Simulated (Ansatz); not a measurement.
The same path of CH4 + Cl2FGa (9 atoms, charge 0, multiplicity 1) was run twice with different band settings. Lost on the way: H5–C6. Made: Ga1–C6, F2–H5.

Level of theory: Ansatz, RKS PBE0-D4/def2-SVP.

Relaxed end points:

```xyz
9
Properties=species:S:1:pos:R:3
Ga -1.069 -0.482 -0.943
F -1.261 -1.936 0.003
Cl 0.071 -0.594 -2.731
Cl -2.323 1.173 -0.508
H 0.315 -0.537 1.052
C 0.900 0.372 0.832
H 0.410 1.250 1.268
H 1.895 0.222 1.276
H 1.062 0.532 -0.248
```

```xyz
9
Properties=species:S:1:pos:R:3
Ga -0.485 0.118 -0.799
F -1.007 -1.689 0.463
Cl -0.005 -0.961 -2.601
Cl -2.445 1.013 -0.776
H -0.524 -1.671 1.256
C 0.906 0.698 0.442
H 0.489 0.952 1.428
H 1.692 -0.065 0.549
H 1.379 1.606 0.038
```

Common settings: spring 5.0 eV/Å²; optimiser quadratic models (default); start path through a guess of the saddle point; force threshold 0.03 eV/Å; end points relaxed.

| run | movable images | climbing image | iteration limit |
| --- | --- | --- | --- |
| 1 | 7 | yes | 51 |
| 2 | 8 | no | 57 |

Problem. What does each run give, and how far can it be trusted?

Solution. Run 1: converged after 20 iterations, highest image 1.253 eV above the first end. A vibrational analysis at the climbing image gives one clearly imaginary mode, 1079i cm⁻¹: a first-order saddle point.
Run 2: converged after 52 iterations, highest image 1.148 eV above the first end. Beside the main top the profile has a ripple of under 15 meV (maxima at images 2, 7), which may be a very shallow well or noise. A structure lower than the last end lies on the path between it and the top, so the climb from that side starts below the end, which may itself be a saddle point or a shallow side well. No image climbed, so the highest image needn't sit at the top of the path.
The orbitals stay closed-shell, which can raise the energy where a bond breaks towards radicals; this wasn't checked here.
